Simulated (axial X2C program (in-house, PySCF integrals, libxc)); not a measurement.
What spin–orbit coupling does to AsH⁻

All values were computed with an in-house all-electron X2C program for linear molecules (integrals from PySCF). Spin-free means the one-electron spin-free X2C Hamiltonian; two-component (2c) means X2C with spin–orbit coupling and atomic mean-field two-electron Coulomb and Gaunt terms, so the difference of the two also holds small scalar two-electron terms. Basis: As dyall-acv3z [10s10p7d5f1g], H dyall-av3z [7s3p2d] (cores contracted in-house); Gaussian nuclei, density fitting, unrestricted open shells. Masses: As 74.922 u, H 1.008 u.

Spin-free state: M_S = 1/2, Λ = 1 (beyond evenly filled blocks: π+α, π+β, π-α); fragments As- + H for PBE0, HF, MP2; As + H- for CCSD, CCSD(T), TPSSh.

| level | Re (Å) | ωe (cm⁻¹) | De (eV) | μ (D) |
| --- | --- | --- | --- | --- |
| PBE0 | 1.541 | 2057.4 | 3.015 | -0.36 |
| HF | 1.530 | 2137.3 | 1.996 | -0.18 |
| MP2 | 1.536 | 2104.4 | 2.955 | n/a |
| CCSD | 1.544 | 2044.4 | 2.868 | n/a |
| CCSD(T) | 1.547 | 2028.5 | 2.973 | n/a |
| TPSSh | 1.542 | 2040.7 | 3.130 | -0.37 |

Correlated methods: 7 electrons correlated (number of frozen shells: As 3 s, 2 p, 1 d; H none), 213 virtual spin orbitals or spinors in MP2, 90 natural virtuals in coupled cluster.

Dipoles are positive if H is the positive end and refer to the centre of mass.

Within this multiplet, which Ω should lie lowest by the rule for regular and inverted multiplets?

The open π shell holds three electrons, one hole, so the multiplet is inverted: Ω = Λ + 1/2 = 3/2. The PBE0 2c search agrees.

Two-component determinant lowest at the distance of the search:

Ω = 3/2 (⟨Sz⟩ = 0.50, ⟨Lz⟩ = 1.00 at HF); fragments As- + H for PBE0, HF, MP2; As + H- for CCSD, CCSD(T), TPSSh.

```csv
level,Re (Å),ωe (cm⁻¹),De (eV),μ (D)
PBE0,1.541,2051.4,n/a,-0.38
HF,1.531,2129.8,n/a,-0.19
MP2,1.537,2101.0,2.958,n/a
CCSD,1.545,2039.3,2.918,n/a
CCSD(T),1.548,2023.7,3.022,n/a
TPSSh,1.543,2034.9,3.184,-0.38
```

From the two tables, how do the constants change at the CCSD(T) level (2c against spin-free)?

At the CCSD(T) level Re rises by 0.001 Å and ωe decreases by 4.8 cm⁻¹; De changes by 0.049 eV.

The state is one determinant whose occupation by symmetry is held fixed; it was picked as the lowest of a PBE0 search that is not exhaustive. Dissociation energies refer to the lowest single-determinant-based atoms at the same level and basis. De is not given where an atomic determinant may have missed its ground term or J level, or where the truncated virtual space spoils (T). Density functionals use the spin component along the axis (collinear). CCSD and (T) use frozen natural virtuals with an MP2 correction for the truncation; (T) itself is uncorrected, so its De runs slightly low. The functionals have no current-density term, which raises determinants with orbital currents, atoms included. The highest occupied level of some functionals is positive through self-interaction error; at Hartree–Fock it is bound. Hartree–Fock gets electron affinities wrong, so its lowest charge split need not be the true one.
